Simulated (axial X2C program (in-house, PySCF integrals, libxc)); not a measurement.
# Which molecule has these constants?

Calculated with an axial X2C code built on PySCF integrals, spin-free (one-electron X2C) or two-component (2c: spin–orbit coupling with atomic mean-field Coulomb and Gaunt terms, which also bring small scalar terms), in Dyall basis sets with cores contracted in-house; open shells are unrestricted.

A two-component PBE0 calculation in a Dyall 3-zeta basis gave Re = 1.780 Å, ωe = 661.7 cm⁻¹, De = 4.80 eV, dipole magnitude 4.02 D, Ω = 5/2.

Task: Which molecule is it?
A. CrBr
B. CrI
C. CrCl
D. CrF

Result: D. The others have CrBr 2.340 Å and 301.0 cm⁻¹ (Ω = 5/2); CrI 2.547 Å and 248.0 cm⁻¹ (Ω = 5/2); CrCl 2.195 Å and 401.2 cm⁻¹ (Ω = 5/2).

Each entry is the lowest single determinant of a limited PBE0 search at one distance. De goes to single-determinant-based atoms at the same level (for ions the charge split of lowest energy) and is withheld (n/a) where an atom does not fit its ground term or J level. Main or longest-lived isotopes. One determinant is a doubtful description, or other states lie close, for CrF, CrBr, CrI, CrCl; these need not be ground states, and all values refer to the states named. With several unpaired electrons the Ω given is that of one determinant, not necessarily of the lowest component. Some light 2c atoms are not at their ground J level, so De misses part of their lowering (0.04 eV or less). The functionals have no current term, which raises determinants with orbital currents.
